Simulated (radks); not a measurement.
Question: The thallium ion Tl48+, 33 electrons, occupied as [Ar] 3d10 4s2 4p3 (the NIST ground configuration). Method: scalar-relativistic Kohn-Sham, LDA (Slater exchange, VWN5 correlation), spin-polarised, spherical densities, finite nucleus; open shells are filled with parallel spins first (spin-orbit coupling, left out, can overturn this in heavy ions); Fermi nuclear charge, rms radius 5.4759 fm; computed with a radial shooting solver on a logarithmic mesh with Libxc functionals. Some entries of the table are withheld. Estimate them.

| orbital | occ. | eigenvalue (eV) | <1/r> (bohr^-1) | <r> (bohr) |
|---|---|---|---|---|
| 1s up | 1 | -88031.00 | 99.30 | 0.01633 |
| 1s down | 1 | -88027.16 | 99.31 | 0.01633 |
| 2s up | 1 | -17721.18 | 23.35 | 0.06871 |
| 2s down | 1 | -17718.81 | 23.35 | 0.06871 |
| 2p up | 3 | -15605.98 | 20.62 | 0.06225 |
| 2p down | 3 | -15602.80 | 20.62 | 0.06226 |
| 3s up | 1 | -6017.781 | 8.796 | 0.1751 |
| 3s down | 1 | -6014.174 | 8.799 | 0.1750 |
| 3p up | 3 | -5404.942 | 8.007 | 0.1758 |
| 3p down | 3 | -5400.960 | 8.010 | 0.1757 |
| 3d up | 5 | -4790.686 | 7.524 | 0.1584 |
| 3d down | 5 | -4787.081 | 7.527 | 0.1583 |
| 4s up | 1 | -2892.520 | 4.299 | 0.3486 |
| 4s down | 1 | -2877.429 | 4.302 | 0.3485 |
| 4p up | 3 | -2661.559 | 3.990 | 0.3590 |
| 4p down | 0 | -2646.466 | 3.991 | 0.3590 |
| 4d up | 0 | -2418.796 | 3.750 | 0.3543 |
| 4d down | 0 | -2404.381 | 3.753 | 0.3542 |
| 4f up | 0 | -2196.524 | 3.504 | 0.3257 |
| 4f down | 0 | -2184.463 | 3.514 | 0.3249 |
| 5s up | 0 | (1) | 2.547 | (2) |
| 5s down | 0 | (3) | 2.536 | (4) |
| 5p up | 0 | -1584.017 | 2.398 | 0.6047 |
| 5p down | 0 | -1577.340 | 2.389 | 0.6068 |

Answer: 
(1) 5s up eigenvalue (eV): -1692.877
(2) 5s up <r> (bohr): 0.5847
(3) 5s down eigenvalue (eV): -1685.625
(4) 5s down <r> (bohr): 0.5866
